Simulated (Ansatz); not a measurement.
Coupled-cluster diagnostics for HgMe2 (C₂H₆Hg), Ansatz.

Geometry of the singlet (PBE0-D4/def2-TZVP):

Cartesian coordinates in Å:
```
Hg 0.000 0.000 0.000
C -1.866 -0.936 0.175
H -2.563 -0.545 -0.569
H -2.290 -0.764 1.167
H -1.770 -2.013 0.024
C 1.866 0.936 -0.175
H 2.328 0.693 -1.134
H 2.536 0.608 0.623
H 1.758 2.021 -0.110
```

In the def2 sets Hg takes a core potential; there is no spin–orbit coupling. Correlated methods freeze 2 core orbitals; core or outer-core shells of Hg are correlated, in sets that lack core-valence functions.

Q: Estimate the CCSD(T) correlation energy, the shares of MP2 and (T), T1 and the reference's ⟨S²⟩ for: charge 0, singlet, own geometry in def2-TZVPP; and the rough time on 2 threads of Intel Xeon Platinum 8375C on a shared host.

A: 
```
                          state       basis  correlation (eV)  MP2 share (%)  (T) share (%)     T1  ⟨S²⟩ (pure)  wall time
charge 0, singlet, own geometry  def2-TZVPP           -28.918           98.4            3.6  0.012  0.00 (0.00)    2.6 min
```
Customary marks for T1 are 0.02 (closed shells), 0.045 (open shells) and about 0.05 (3d metals). T1 stays under 0.02 throughout.
